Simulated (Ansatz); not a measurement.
Bond stretch in SMILES [F][Y]([F])[F] (F3Y). The Y1–F4 bond (Y1 also carries F, F; F4 carries nothing else) is stretched with both fragments frozen at the PBE0/def2-TZVP, def2 effective core potentials past Kr optimised geometry.

Levels: RKS-PBE = restricted PBE/def2-TZVP, def2 effective core potentials past Kr in Ansatz (a first-principles code); UKS-PBE = Ansatz with unrestricted PBE/def2-TZVP, def2 effective core potentials past Kr; RKS-PBE0 = restricted PBE0/def2-TZVP, def2 effective core potentials past Kr (Ansatz); UKS-PBE0 = unrestricted PBE0/def2-TZVP, def2 effective core potentials past Kr (Ansatz).

Energies relative to the lowest point of each curve near equilibrium, in kcal/mol; the last columns give the difference from UKS-PBE0:

```
R / Å  RKS-PBE  UKS-PBE  RKS-PBE0  UKS-PBE0  RKS-PBE − UKS-PBE0  UKS-PBE − UKS-PBE0  RKS-PBE0 − UKS-PBE0
-----  -------  -------  --------  --------  ------------------  ------------------  -------------------
1.66      46.9     46.9      44.7      44.7                 2.3                 2.3                  0.0
1.78      16.6     16.6      15.1      15.1                 1.5                 1.5                  0.0
1.86       6.2      6.2       5.3       5.3                 0.9                 0.9                  0.0
1.95       0.9      0.9       0.5       0.5                 0.3                 0.3                  0.0
2.00       0.0      0.0       0.0       0.0                 0.0                 0.0                  0.0
2.04       0.1      0.1       0.4       0.4                -0.3                -0.3                  0.0
2.12       2.1      2.1       2.9       2.9                -0.8                -0.8                  0.0
2.28      10.3     10.3      12.1      12.1                -1.8                -1.8                  0.0
2.39      17.7     17.7      20.2      20.2                -2.4                -2.4                  0.0
2.66      37.6     37.6      41.5      41.5                -3.9                -3.9                  0.0
2.93      56.5     56.5      61.6      61.6                -5.1                -5.1                  0.0
3.25      75.7     75.7      82.3      82.3                -6.6                -6.6                  0.0
3.67      95.3     95.3     104.0     104.0                -8.7                -8.7                  0.0
4.20     112.0    110.5     123.6     120.7                -8.7               -10.2                  2.9
4.84     124.0    120.0     138.6     130.7                -6.7               -10.7                  7.9
5.72     132.8    126.4     150.4     137.2                -4.4               -10.8                 13.1
```

RKS-PBE is furthest from UKS-PBE0 at 4.20 (-8.7 kcal/mol, below); its mean absolute difference over the points is 3.4 kcal/mol.

UKS-PBE is furthest from UKS-PBE0 at 5.72 (-10.8 kcal/mol, below); its mean absolute difference over the points is 4.1 kcal/mol.

RKS-PBE0 is furthest from UKS-PBE0 at 5.72 (13.1 kcal/mol, above); its mean absolute difference over the points is 1.5 kcal/mol.

The restricted form behind RKS-PBE, RKS-PBE0 keeps the bonding electrons paired and can't separate into open-shell fragments. The unrestricted determinant behind UKS-PBE is spin-contaminated at 4.20 to 5.72 Å (<S²> up to 0.5, against 0.00 for a pure singlet). The unrestricted determinant behind UKS-PBE0 is spin-contaminated at 4.20 to 5.72 Å (<S²> up to 0.6, against 0.00 for a pure singlet).
